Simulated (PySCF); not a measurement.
# 31P chemical shifts

PySCF 2.14 calculation with GFN2-xTB structure and PBE0/pcSseg-1 with gauge-including orbitals; a single conformation, no relativistic terms, rapidly exchanging positions averaged, in vacuum.

Shieldings were converted by a linear fit to measured shifts: 31P (scatter 18.1 ppm rms vs H3PO4, solution or neat liquid). A few per cent of atoms miss by over 2 rms, more outside the fitted compound classes.

Question: Give the 31P shifts of `C[Si@@H]1[SiH2][Si@H](C)[Si@]1(N)P`, `CN1C[Si]([SiH3])([SiH3])[Si@H]1P`, `CC[Si@]1(N)[SiH2][Si@H](P)[SiH2]1`, `CC[C@@H]1CCC[Si@]1(F)P`, `[SiH3]CN[Si@@H]1C[SiH2][Si@H]1P`.

Answer: 
| compound | environment | δ (ppm) |
| --- | --- | --- |
| C[Si@@H]1[SiH2][Si@H](C)[Si@]1(N)P | phosphorus bonded to Si, 2 H | -225.3 |
| CN1C[Si]([SiH3])([SiH3])[Si@H]1P | phosphorus bonded to Si, 2 H | -226.8 |
| CC[Si@]1(N)[SiH2][Si@H](P)[SiH2]1 | phosphorus bonded to Si, 2 H | -234.6 |
| CC[C@@H]1CCC[Si@]1(F)P | phosphorus bonded to Si, 2 H | -243.1 |
| [SiH3]CN[Si@@H]1C[SiH2][Si@H]1P | phosphorus bonded to Si, 2 H | -244.6 |
